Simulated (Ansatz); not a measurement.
Isomers of CH6InN, B3LYP-D3(BJ)/def2-TZVP minima from an xTB search, which can miss the lowest.
Isomer 1, SMILES [CH3][InH][NH2] (charge 0, multiplicity 1):
```xyz
9

C      1.60776    -0.26018     0.23328
In    -0.20905     0.73979    -0.38335
N     -1.91223    -0.29061     0.01569
H      1.37277    -1.24939     0.62286
H      2.10723     0.31929     1.00963
H      2.28946    -0.35983    -0.61094
H     -0.47595     2.25645    -1.15488
H     -1.93920    -1.19104     0.46694
H     -2.84078     0.03553    -0.19923
```
Isomer 2, SMILES C[NH][InH2] (charge 0, multiplicity 1, Z-matrix in Å and degrees):
```
N
H 1 1.0091
C 1 1.4512 2 112.61
H 3 1.0918 1 109.92 2 179.98
H 3 1.0973 4 107.13 1 122.48
H 3 1.0973 4 107.13 5 115.05
In 1 2.0263 2 119.20 3 -179.95
H 7 1.7161 1 114.60 2 -0.06
H 7 1.7176 8 131.87 1 179.92
```

Cores are frozen in the correlated methods. Filled d and f shells under p-block atoms count as core. MP2 and its Hartree–Fock in def2-QZVPP are density fitted.

Codes used: Ansatz (Gaussian basis) for Hartree–Fock, density functionals and correlated methods. Each number belongs to the level named beside it. In def2 rows elements past Kr take small-core potentials, without spin–orbit coupling.

The energy of isomer 2 above isomer 1 is E(isomer 2) − E(isomer 1). Total energies (hartree):

```tsv
level	isomer 2	isomer 1
HF/def2-TZVPP	-285.0264575	-285.0483887
MP2/def2-TZVPP	-285.5020049	-285.5287271
HF/def2-QZVPP	-285.0329551	-285.0549729
MP2/def2-QZVPP	-285.5396929	-285.5671733
CCSD(T)/def2-TZVPP	-285.5532651	-285.5782599
```

Q: Work out the energy of isomer 2 above isomer 1 at the basis-set limit: extrapolate the MP2 correlation part as X⁻³, take Hartree–Fock from the larger set, and add the CCSD(T) − MP2 difference of def2-TZVPP.

A: 
1. Differences (1 hartree = 627.509 kcal/mol): HF/def2-TZVPP 13.762; MP2/def2-TZVPP 16.768; HF/def2-QZVPP 13.816; MP2/def2-QZVPP 17.244; CCSD(T)/def2-TZVPP 15.684.
2. Correlation parts, MP2 less HF: 3.006 in def2-TZVPP (X = 3), 3.428 in def2-QZVPP (X = 4).
3. Limit (4³·(3.428) − 3³·(3.006))/(4³ − 3³) = 3.735; with HF/def2-QZVPP it gives 17.552.
4. CCSD(T) less MP2 in def2-TZVPP: -1.084.
Result: 16.47 kcal/mol, against 16.77 at MP2/def2-TZVPP. It is an estimate of this method's limit, not of the exact value.

Ansatz is a quantum-chemistry and plane-wave program.
